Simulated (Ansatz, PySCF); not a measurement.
Noncovalent pair: NH3 (SMILES N) (first 4 atoms) with C2H6O (SMILES CCO); geometry from B3LYP-D3(BJ)/def2-TZVP, rigid monomers moved along the line of their centres of mass till N1···H13 is 3.45 Å.
(charge 0, multiplicity 1):
| atom | x (Å) | y (Å) | z (Å) |
|---|---|---|---|
| N | 0.0276 | -0.0664 | 0.4609 |
| H | -0.9204 | -0.3453 | 0.2349 |
| H | 0.2749 | 0.7025 | -0.1520 |
| H | 0.6387 | -0.8444 | 0.2399 |
| C | -0.1595 | -1.2244 | 5.7825 |
| C | -0.5416 | 0.2397 | 5.6059 |
| O | 0.3424 | 0.9398 | 4.7525 |
| H | -0.8316 | -1.7225 | 6.4866 |
| H | 0.8615 | -1.3069 | 6.1593 |
| H | -0.2133 | -1.7575 | 4.8300 |
| H | -1.5773 | 0.3106 | 5.2428 |
| H | -0.5081 | 0.7506 | 6.5710 |
| H | 0.2360 | 0.5898 | 3.8466 |

Monomers are frozen at their geometry in the pair; levels with a basis set take the counterpoise correction.

Correlated levels freeze the cores.

Codes used: Ansatz (an electronic-structure program); PySCF for the dispersion terms. Values without a source in brackets are computed.

PBE/def2-TZVPPD gives -1.73 kcal/mol for the interaction energy.

### Question
Predict the shift from PBE, with its sign, for: PBE-D3(BJ)/def2-TZVPPD, r2SCAN/def2-TZVPPD, PBE0/def2-TZVPPD, wB97M-V/def2-TZVPPD, MP2/aug-cc-pVDZ, CCSD(T)/aug-cc-pVDZ.

### Answer
PBE-D3(BJ)/def2-TZVPPD -0.20; r2SCAN/def2-TZVPPD 0.08; PBE0/def2-TZVPPD 0.06; wB97M-V/def2-TZVPPD -0.07; MP2/aug-cc-pVDZ -0.04; CCSD(T)/aug-cc-pVDZ -0.03 kcal/mol. 2 of 6 lie above PBE; the widest gap is to PBE-D3(BJ)/def2-TZVPPD.
